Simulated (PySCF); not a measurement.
Job for PySCF: R-HF/STO-3G on C3H9Br (a complex), monomers drawn apart or pushed together.

```python
from pyscf import gto, scf, dft, mp
from pyscf.data.elements import chemcore

mol = gto.M(
    atom='''
    C     0.71617614   -0.47087965    0.10971482
    C    -0.53952050    0.29996342    0.50558208
    H     0.53008685   -1.12198579   -0.74682486
    H     1.07685118   -1.09456708    0.92948241
    H     1.52698939    0.20851676   -0.15836518
    H    -0.89378254    0.92890193   -0.31341234
    H    -0.34803582    0.95023790    1.36105573
    H    -1.35569895   -0.37614513    0.77153973
    C     0.17206812   -1.06872447    3.67316339
    Br    1.44152229    0.42027422    3.65184346
    H    -0.56258620   -0.88297992    2.89812403
    H    -0.28762493   -1.09371440    4.65477761
    H     0.72910563   -1.97810138    3.47730499
    ''',
    basis='sto-3g',
    charge=0, spin=0, verbose=3, max_memory=1800)
mf = scf.RHF(mol)
mf.conv_tol = 1e-8
mf.max_cycle = 100
mf.kernel()
if not mf.converged:
    mf = mf.newton().run(mf.mo_coeff, mf.mo_occ)
```

Output:

```
converged SCF energy = -2662.11474302629
```

The calculation finished and met its thresholds.

Cost: very roughly 0.3 core-seconds.
